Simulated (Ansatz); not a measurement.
Computed with Ansatz on PBE0-D4/def2-TZVP structures; ΔE is electronic, products minus reactants. CBS: MP2 limit from def2 TZ/QZ plus the TZ coupled-cluster correction, frozen cores. This one scheme is used for every species. Functionals use def2-TZVPP. B3LYP here is the variant with VWN-RPA as its local correlation; programs differ in this. One conformer a species, not always the lowest.

Consider the silylene formation by 1,1-elimination: `O[SiH](O)C[SiH](O)F` → `C[SiH](O)O` + `O[Si]F`.

(1) Is it downhill or uphill in electronic energy at CCSD(T)/CBS, and by how much? (An estimate is asked.)

(2) What do these levels give: PBE-D4, r2SCAN-D4, B2PLYP, PBE, B3LYP, SCS-MP2/def2-QZVPP? (Best estimate.)

Largest T1 diagnostic among the species: 0.015.

Answers

(1) The calculation gave: Uphill: ΔE = +175.5 kJ/mol.

(2) Ansatz gave: PBE-D4 164.9, r2SCAN-D4 189.6, B2PLYP 158.7, PBE 150.2, B3LYP 140.8, SCS-MP2/def2-QZVPP 175.4 kJ/mol.

In def2-TZVPP, CCSD(T) changes the Hartree–Fock value by +13.0 kJ/mol (the triples alone add +2.8 kJ/mol) and MP2 by +26.1 kJ/mol. The D4 term adds +23.4 kJ/mol with B3LYP and +12.9 kJ/mol with PBE0; it sums over pairs of atoms, weighted by their polarisabilities, and B3LYP, whose exchange is more repulsive, gets the larger term.
